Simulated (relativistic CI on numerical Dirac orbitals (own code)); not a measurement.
Mn⁶⁺: resonant inelastic scattering at the M2,3 edge

Computed with this model: Dirac-Coulomb-Breit CI, separate exchange-only KLI orbitals for each configuration, QED by a radiative potential, valence Slater integrals scaled by 0.9, Kramers-Heisenberg scattering through one core-hole configuration in a parametric crystal field; configurations [Ar] 3d → [Ne] 3s2 3p5 3d2; 10 K; core-hole width 0.48 eV; summed over polarisations. Incident energies are the highest absorption maxima for each field (at most a few, so the weaker spin-orbit partner edge can be absent), on the computed scale of the free ion. Intensities are in per cent of the strongest line above 0.02 eV; levels within 1 cm⁻¹ are merged; final levels count from the ground level, the first row holds all elastic scattering, lines under 0.4 are left out and each table stops after 24 rows. The scale of the Slater integrals is a model choice and moves the terms in proportion.

Field parameters in Wybourne normalisation: Oh B⁴₀ = 21Dq, B⁴₄ = √(5/14) B⁴₀. The field is a parameter set, without covalency.

S is read from ⟨S²⟩ = S(S + 1).

Oh, 10Dq = 5900 cm⁻¹:

| Final level (eV) | Degeneracy | Irrep | S | 62.8 eV | 69.5 eV | 70 eV |
| --- | --- | --- | --- | --- | --- | --- |
| 0.000 | 4 | Γ8 | 0.50 | 137.5 | 216.7 | 83.4 |
| 0.105 | 2 | Γ7 | 0.50 | 3.2 | 100.0 | 22.0 |
| 0.780 | 4 | Γ8 | 0.50 | 43.4 | 21.6 | 94.6 |

Oh, 10Dq = 13250 cm⁻¹:

```csv
Final level (eV),Degeneracy,Irrep,S,63.2 eV,63.8 eV,69.5 eV
0.000,4,Γ8,0.50,150.3,61.6,257.5
0.100,2,Γ7,0.50,4.4,21.3,100.0
1.682,4,Γ8,0.50,45.4,43.2,16.8
```

For the first field the strongest loss at the lowest incident energy is the level at 0.78 eV (S = 0.50, against 0.50 in the thermal ground state).
